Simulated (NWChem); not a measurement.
A calculation on CH$_{2}$Cl (+1)

```xyz
4

C      0.0000     0.0000    -1.0492
Cl     0.0000     0.0000     0.5575
H      0.9708     0.0000    -1.5911
H     -0.9708     0.0000    -1.5911
```
Charge +1, spin multiplicity 1.

Program: NWChem. Structure: optimised with PBE/def2-SVP, a minimum by its harmonic frequencies.

Symmetry labels belong to the abelian group C2v used in the runs, with the axes of the coordinates shown.

The spin multiplicity of the parent species was assumed, not shown to be that of its ground state. The structure started from a generated list of species.

**Question.** List the lowest 6 singlet excitations that CIS/def2-SVPD gives, with oscillator strengths.

**Answer.** 
| state | symmetry | energy (eV) | wavelength (nm) | f |
|---|---|---|---|---|
| 1 | a2 | 4.55 | 272 | 0.000 |
| 2 | a1 | 7.79 | 159 | 0.215 |
| 3 | b2 | 8.19 | 151 | 0.000 |
| 4 | a2 | 8.87 | 140 | 0.000 |
| 5 | b1 | 10.11 | 123 | 0.000 |
| 6 | b2 | 11.43 | 109 | 0.003 |
